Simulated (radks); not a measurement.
Excited configurations of neutral nickel: one electron is placed in a higher orbital outside [Ar] 3d9. The ground configuration is [Ar] 3d8 4s2. All-electron calculation, scalar-relativistic Kohn-Sham, PBE, spin-polarised, spherical densities, point nucleus; open shells are filled with parallel spins first. Program: a radial shooting solver on a logarithmic mesh with Libxc functionals. Excitation = E - E(ground); binding = E(ion) - E, where the ion is the core of charge +1; n* = 1/sqrt(2 binding) in atomic units, and the quantum defect is n - n*.

outer orbital  excitation (eV)  binding (eV)     n*  quantum defect  <r> (bohr)
4s                      -1.151         8.227  1.286           2.714       2.969
4d                       5.414         1.662  2.861           1.139       9.910
4f                       6.112         0.964  3.756           0.244       16.76
5d                       6.032         1.043  3.611           1.389       18.86
6s                       5.667         1.409  3.108           2.892       15.85
6p                       5.966         1.110  3.502           2.498       19.47
6d                       6.366         0.710  4.378           1.622       29.95
7p                       6.348         0.728  4.323           2.677       30.82

The Delta-SCF ionisation energy is 7.076 eV (NIST Atomic Spectra Database: 7.640 eV, measured). Self-interaction in the functional shifts the binding energies and quantum defects, so they are the method's values and not measured ones. Open shells are spherical and high-spin; term and fine-structure splittings are not resolved. A negative excitation energy means that this level of theory puts the configuration below the NIST ground configuration.
